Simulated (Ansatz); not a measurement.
All numbers were calculated with Ansatz.

A structure relaxed at PBE0-D4/def2-TZVP, charge 0, multiplicity 1:

Cartesian coordinates in Å:
```
F -0.108 2.595 -0.094
C 0.050 1.282 0.087
C -0.538 0.353 -0.689
C -0.186 -1.062 -0.258
Al 0.867 -0.123 1.117
H -1.194 0.579 -1.532
H 0.337 -1.626 -1.034
H -1.058 -1.645 0.048
H 1.831 -0.354 2.354
```

Problem. Give its formula and SMILES.

Solution. C3H4AlF, `F[C]1=C[CH2][AlH]1`.

Problem. Point group (tolerance 0.08 Å, 0.16 Å for H)?

Solution. Cs.

Problem. Summarise the bond lengths by kind.

Solution. 1 × C–F 1.335 Å; 2 × C–C 1.346 to 1.520 Å; 2 × Al–C 1.924 to 1.970 Å; 3 × C–H 1.092 to 1.093 Å; 1 × Al–H 1.585 Å.
